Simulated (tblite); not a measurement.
HZn, charge +1, singlet, at a GFN2-xTB geometry (such geometries of metal compounds can be far from the true shape); GFN1-xTB run with tblite.

tblite was given this input:
```
$ tblite run mol.xyz --method gfn1 --charge 1 --spin 0 --etemp 2000 --json tblite.json --no-restart

# file mol.xyz
2

Zn    -0.00000000    -0.00000000    -0.04856787
H      0.00000000     0.00000000     1.45703598
```

Output, abridged:

```
xTB calculator
 | screened Coulomb repulsion
 | Coulomb electrostatics
 |  * isotropic Klopman-Ohno-Mataga-Nishimoto electrostatics
 |  * onsite third-order electrostatics
 | DFT-D3(BJ) dispersion correction

halogen bonding energy    0.0000000000000E+00 Eh
repulsion energy          5.9191740701293E-03 Eh
dispersion energy        -1.3760547570034E-04 Eh
number of electrons       2.0000000000000E+00 e
integral cutoff           3.9672993110968E+01 bohr

------------------------------------------------------------
  cycle        total energy    energy error   density error
------------------------------------------------------------
      1    -0.7043133442570  -7.1009491E-01   6.7283529E-01
      2    -0.8200115610921  -1.1569822E-01   6.1307948E-02
      3    -0.8214312505665  -1.4196895E-03   2.4834470E-02
      4    -0.8212746627995   1.5658777E-04   3.0126045E-02
      5    -0.8214668454285  -1.9218263E-04   1.2516945E-03
      6    -0.8214671765349  -3.3110632E-07   4.4223084E-06
------------------------------------------------------------

electronic energy        -8.2724874512930E-01 Eh
total energy             -8.2146717653487E-01 Eh

Post processing:
 | Mayer-Wiberg bond orders

[Info] JSON dump of results written to 'tblite.json'
```
